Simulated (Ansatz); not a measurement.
CH6GeOSi can be A, `[SiH3][GeH]1[CH2][O]1`, or B, `[CH3][GeH]1[O][SiH2]1`.

Calculated with Ansatz (gas phase, PBE0-D4/def2-TZVP geometries, no zero-point term in ΔE). CCSD(T)/CBS is the MP2 limit (def2-TZVPP, def2-QZVPP) plus CCSD(T) − MP2 in def2-TZVPP, frozen cores. Functionals use def2-TZVPP. B3LYP here is the variant with VWN-RPA as its local correlation; programs differ in this. For Ge outer-core shells are correlated without core-valence functions, which leaves a few kJ/mol of doubt a bond. Scalar relativity is left out up to krypton.

Problem. Which is lower in electronic energy at CCSD(T)/CBS, and by how much? (An estimate is asked.)

Solution. The calculation gave: B, by 41.5 kcal/mol.

Problem. Give E(B) − E(A) in kcal/mol with B2PLYP, B3LYP, ωB97M-V, CCSD/def2-TZVPP, PBE0-D4, B3LYP-D4, HF/def2-TZVPP. (Best estimate.)

Solution. The calculation gave: B2PLYP -41.6, B3LYP -40.3, ωB97M-V -42.0, CCSD/def2-TZVPP -41.7, PBE0-D4 -39.9, B3LYP-D4 -40.5, HF/def2-TZVPP -43.8. None reverses the order clearly.

Largest T1 diagnostic: 0.015.

From PBE to PBE0 (25 % exact exchange), in def2-TZVPP and without D4, E(B) − E(A) moves by −2.0 kcal/mol.
